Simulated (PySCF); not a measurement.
(3S)-3-fluoro-2-methylbut-1-ene (C5H9F), SMILES C=C(C)[C@H](C)F.

The structure is a stationary point at ωB97X-D3(BJ)/def2-SVP. One conformer was computed; it need not be the lowest.

Two levels are set side by side: TDA-PBE/def2-SVPD (PySCF) and TDA-PBE0/def2-SVPD (PySCF). Vertical, same geometry. The lowest singlet is HOMO→LUMO+1 94 % with PBE and HOMO→LUMO+1 82 %, HOMO→LUMO 15 % with the other functional; states are paired by order. Differences are taken from unrounded values.

```json
[
 {"quantity": "lowest singlet excitation (eV)", "TDA-PBE": "6.18"},
 {"quantity": "lowest triplet excitation (TDA) (eV)", "TDA-PBE": "4.42"},
 {"quantity": "first bright state (f over 0.05) (eV)", "TDA-PBE": "7.00"},
 {"quantity": "its oscillator strength", "TDA-PBE": "0.10"}
]
```

### Question
These are the TDA-PBE values. What does TDA-PBE0 give? (The exact figures need the calculation; the answer reports its results.)

### Answer

```
quantity                               TDA-PBE0  TDA-PBE minus TDA-PBE0
-------------------------------------  --------  ----------------------
lowest singlet excitation (eV)             6.86                   -0.68
lowest triplet excitation (TDA) (eV)       4.30                    0.12
first bright state (f over 0.05) (eV)      7.57                   -0.57
its oscillator strength                    0.43                   -0.34
```

A lower first singlet is the usual sign of a functional without exact exchange. Differences between two approximate levels are no errors against the true value.

Rough cost on one machine, each run with all the roots and properties that it gave: TDA-PBE0 against TDA-PBE about 2 times.
